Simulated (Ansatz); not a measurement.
This geometry of FH + H4OSn (8 atoms, charge 0, multiplicity 1) is a first-order saddle point.

Method: RKS PBE-D4/def2-SVP in Ansatz 0.2.0.

```xyz
8
Properties=species:S:1:pos:R:3
Sn -0.156 -0.048 -0.034
H 0.005 0.557 1.935
H 1.552 -0.305 -0.032
H -0.775 1.362 -0.804
O -0.742 -1.803 -0.801
H -1.682 -1.940 -0.569
F -1.892 -0.280 1.360
H -0.933 0.222 1.920
```

Q: Which two structures does it join? (They come from a converged band through this point; their orientation in space is the band's.)

A: Bonds broken: Sn1–H2, F7–H8. Bonds formed: Sn1–F7, H2–H8. FH + H4OSn becomes FH3OSn + H2.

First end point:

```xyz
8
Properties=species:S:1:pos:R:3
Sn 0.228 0.078 -0.077
H 0.099 0.298 1.666
H 1.868 -0.206 -0.511
H -0.490 1.440 -0.861
O -0.716 -1.637 -0.520
H -1.582 -1.577 -0.064
F -2.427 -0.403 1.456
H -1.604 -0.227 1.887
```

Last end point:

```xyz
8
Properties=species:S:1:pos:R:3
Sn -0.355 0.025 -0.539
H -0.187 -0.053 3.588
H 1.255 0.068 0.052
H -0.859 1.084 -1.807
O -0.692 -1.897 -0.963
H -1.613 -2.030 -1.261
F -1.567 0.472 0.949
H -0.606 0.097 2.958
```

Q: How far does it lie above each of them?

A: 0.79 eV above the first and 1.11 eV above the second. This is the barrier of this one path; another mechanism may lie lower. The orbitals stay closed-shell, which can raise the energy where a bond breaks towards radicals; this wasn't checked here.

The run took 4 min on 1 thread of Intel(R) Xeon(R) 6975P-C (Granite Rapids), on a shared host, peak memory 0.16 GiB.
